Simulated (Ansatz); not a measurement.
Conformers of `N[SiH]S[SiH2]N` radical, each relaxed with PBE0-D4/def2-TZVP in Ansatz. CBS adds the triple-zeta coupled-cluster correction to the MP2 limit.

Not all of them had a frequency check.

Conformer A:

Cartesian coordinates in Å:
```
N 0.040 -1.275 -1.572
Si -0.011 0.414 -1.886
S -1.280 1.405 -0.459
Si -0.025 1.144 1.236
N 0.203 -0.542 1.548
H 0.310 -1.548 -0.636
H 0.395 -1.904 -2.277
H -0.641 0.605 -3.227
H 1.339 1.694 1.034
H -0.718 1.897 2.316
H -0.607 -1.089 1.801
H 0.993 -0.802 2.121
```

Conformer B:

Cartesian coordinates in Å:
```
N -1.584 0.072 0.833
Si -0.904 1.606 1.161
S 1.008 1.762 0.178
Si 1.392 -0.258 -0.367
N 0.222 -0.782 -1.533
H -2.313 -0.318 1.407
H -1.525 -0.332 -0.092
H -0.749 1.695 2.649
H 1.314 -1.214 0.763
H 2.791 -0.209 -0.874
H 0.156 -0.251 -2.389
H 0.190 -1.771 -1.736
```

Which is lowest in electronic energy at CCSD(T)/CBS (frozen core, def2 sets), and by how much? (Estimate.)

Ansatz gave: A; B lies 3.4 kJ/mol higher.

Give the energies relative to A (kJ/mol) with ωB97M-V/def2-TZVPP, B2PLYP/def2-TZVPP, PBE/def2-TZVPP, PBE0/def2-TZVPP, B3LYP/def2-TZVPP, HF/def2-QZVPP, MP2/CBS(def2). (Estimate.)

Ansatz gave: 
| level | B |
| --- | --- |
| ωB97M-V/def2-TZVPP | 2.4 |
| B2PLYP/def2-TZVPP | 3.2 |
| PBE/def2-TZVPP | 4.2 |
| PBE0/def2-TZVPP | 3.6 |
| B3LYP/def2-TZVPP | 3.4 |
| HF/def2-QZVPP | 2.2 |
| MP2/CBS(def2) | 3.4 |

B3LYP here is the variant with VWN-RPA as its local correlation; programs differ in this.
